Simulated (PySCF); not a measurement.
## Dipole moment and polarisability of `COc1ccc2c(c1)C2`

C₈H₈O.
Geometry (GFN2-xTB, Å), atoms numbered from 1 in this order:
```xyz
17
C8H8O angstrom
C      2.9726   -0.0641    0.0182
O      1.8691   -0.7407    0.5649
C      0.6100   -0.3198    0.2448
C      0.3347    0.7432   -0.6044
C     -0.9816    1.1516   -0.9123
C     -1.9358    0.4114   -0.3043
C     -1.6625   -0.6482    0.5410
C     -0.4243   -1.0757    0.8661
C     -3.0900   -0.3134    0.2913
H      3.8531   -0.5691    0.4127
H      2.9920    0.9874    0.3233
H      2.9815   -0.1252   -1.0750
H      1.1449    1.2911   -1.0582
H     -1.1582    1.9840   -1.5773
H     -0.1698   -1.8952    1.5191
H     -3.6625    0.1649    1.0789
H     -3.6802   -0.9702   -0.3389
```

Level: PBE0/def2-SVPD (PySCF), static field, nuclei fixed, core orbitals frozen in the response. The polarisability tensor in these axes (au):

```
x   131.39   1.22  -1.92
y     1.22  80.68 -16.96
z    -1.92 -16.96  73.19
```

**Question.** What are the eigenvalues, a third of the trace, and Δα (Δα² = ½Σ(αi − αj)² over the three pairs)?

**Answer.** Principal values 59.56, 94.17 and 131.52 au; mean 95.09 au = 14.09 Å³ = 15.68 × 10⁻⁴⁰ C²·m²/J; Δα = 62.34 au (66 % of the mean).

**Question.** What is the dipole moment, and where does it point?

**Answer.** (0.73, 0.71, -0.57) D, 1.17 D in size, pointing from the negative to the positive side. Measured along this direction, the outermost atoms are H17 and H16 at the negative end and H12 and H11 at the positive end.

**Question.** In TDDFT the mean static polarisability is Σ f/ω² over all singlet excitations (ω in hartree). How much of it do the 8 lowest give? Their energies (eV) and oscillator strengths: 4.91, 0.0850; 5.70, 0.0597; 5.86, 0.0037; 6.00, 0.0106; 6.29, 0.0012; 6.42, 0.0003; 6.63, 0.2549; 6.67, 0.0015.

**Answer.** They add up to 8.61 au, 9.1 % of the 95.09 au; the largest single term is 4.29 au, from the state at 6.63 eV. Terms in order: 2.61, 1.36, 0.08, 0.22, 0.02, 0.01, 4.29, 0.02 au. Higher excitations give the rest. The strengths listed sum to 0.417.

**Question.** Find the Langevin capture rate constant for H3+ (3.023 u) meeting this molecule (120.058 u), k = 2.342 × 10⁻⁹ cm³/s × √(α in Å³ / reduced mass in u).

**Answer.** The reduced mass is 2.95 u, so k = 5.12 × 10⁻⁹ cm³/s. The formula leaves out the permanent dipole, which adds to the capture rate.

**Question.** Traceless (Buckingham) quadrupole moment about the centre of nuclear charge: eigenvalues?

**Answer.** -6.62, -3.17, 9.78 D·Å. The values depend on the origin, since the dipole doesn't vanish. The electronic extent ⟨r²⟩ about the same centre is 1228 bohr², a root-mean-square distance of 2.32 Å for the 64 electrons.

**Question.** Estimate the molar refractivity from the static electronic polarisability.

**Answer.** Lorentz–Lorenz: R = (4π/3)N_A α = 2.5225 cm³/(mol·Å³) × 14.09 Å³ = 35.5 cm³/mol, in the limit of long wavelengths.

**Question.** Along which axes do the principal values lie, and how far do the nuclei extend along each?

**Answer.** Largest value along (1.00, 0.04, -0.04), where the nuclei span 7.50 Å; middle along (-0.06, 0.78, -0.62), 5.01 Å; least along (0.01, 0.63, 0.78), 1.82 Å. The response follows the extents in order.

One conformer (not necessarily the lowest) at the GFN2-xTB geometry, without solvent, vibrations or thermal averaging.

These values come from a run that also computed excited states. Hardware: an Arm Neoverse N1 with one thread, no GPU, shared host. Cost: 93 s of wall time.
